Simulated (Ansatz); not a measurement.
A nudged elastic band was laid between two geometries of C$_{2}$H$_{3}$OSi (7 atoms, charge -1, multiplicity 1).

Level of theory: RKS PBE0/def2-SVP in Ansatz 0.2.0.

* movable images: 5
* climbing image: yes
* spring: 5.0 eV/Å²
* optimiser: lbfgs
* start path: IDPP
* force threshold: 0.05 eV/Å
* iteration limit: 60
* end points: relaxed

Image 0:

```xyz
7
Properties=species:S:1:pos:R:3
O -1.431 -0.181 -0.950
C -0.450 -0.574 -0.063
Si 0.311 -1.710 1.005
C 0.695 0.217 0.402
H -1.190 0.723 -1.189
H 0.532 1.079 1.091
H 1.533 0.447 -0.296
```

Image 6:

```xyz
7
Properties=species:S:1:pos:R:3
O -1.211 0.344 -1.031
C -0.367 -0.283 -0.136
Si 0.166 -1.609 0.854
C 0.833 0.291 0.469
H -1.890 -0.313 -1.222
H 0.736 1.101 1.226
H 1.735 0.470 -0.158
```

Task: Which bonds break or form, and what moves?

Result: No bond is made or broken. The dihedral H5–O1–C2–C4 goes from 0 to 180°.

Task: What energy profile does the band end with?

Result: It converged. The highest image is number 3 of 0 to 6, 0.222 eV above the first end and 0.274 eV above the last; the last end lies 0.052 eV below the first. Another band between the same ends (5 images) ends at a top of the same energy, where a vibrational analysis finds 1 clearly imaginary mode. Limits of this set-up: an anion without diffuse functions, the dipole of an ion depends on the origin.

| image | path coordinate (Å) | energy (eV) | dihedral H5–O1–C2–C4 (°) |
| --- | --- | --- | --- |
| 0 | 0.00 | 0.000 | 0 |
| 1 | 0.38 | 0.049 | 30 |
| 2 | 0.75 | 0.157 | 61 |
| 3 | 1.13 | 0.222 | 93 |
| 4 | 1.47 | 0.153 | 123 |
| 5 | 1.80 | 0.009 | 152 |
| 6 | 2.14 | -0.052 | 180 |

Task: What is the geometry of the highest image?

Result: 
```xyz
7
Properties=species:S:1:pos:R:3
O -1.515 0.245 -0.743
C -0.463 -0.384 -0.066
Si 0.336 -1.781 0.575
C 0.732 0.223 0.544
H -1.272 0.221 -1.675
H 0.637 0.842 1.463
H 1.545 0.635 -0.099
```

The band took 28 iterations and roughly 5 core-minutes.

Time of the run: 4.8 min on 1 thread of Arm Neoverse V1 (shared host), peak memory 0.14 GiB.
